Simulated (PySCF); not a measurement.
## How methods differ on the excitation energy of In⁺

In⁺ [Kr] 4d10 5s2 (1S) → In⁺ [Kr] 4d10 5s1 5d1 (3D), as a difference of total energies. Computed with PySCF 2.14 in x2c-TZVPPall with one added diffuse shell each of s, p, d, f type (9s7p5d3f, 76 functions), with the spin-free X2C one-electron Hamiltonian (Gaussian nucleus). Correlated levels: valence: [Kr] 4d10 frozen. The calculations carry no spin-orbit coupling.

| method | excitation energy (eV) | error (eV) |
| --- | --- | --- |
| UHF | 11.181 | -1.493 |
| MP2 (valence) | 11.708 | -0.966 |
| SCS-MP2 (valence) | 11.898 | -0.776 |
| CCSD (valence) | 11.887 | -0.787 |

Reference: 12.674 eV (measured; NIST levels, between the centres of gravity of the two terms).

Errors of the correlated levels include the incompleteness of this basis and the frozen core.

With two correlated electrons CCSD is exact in that space.
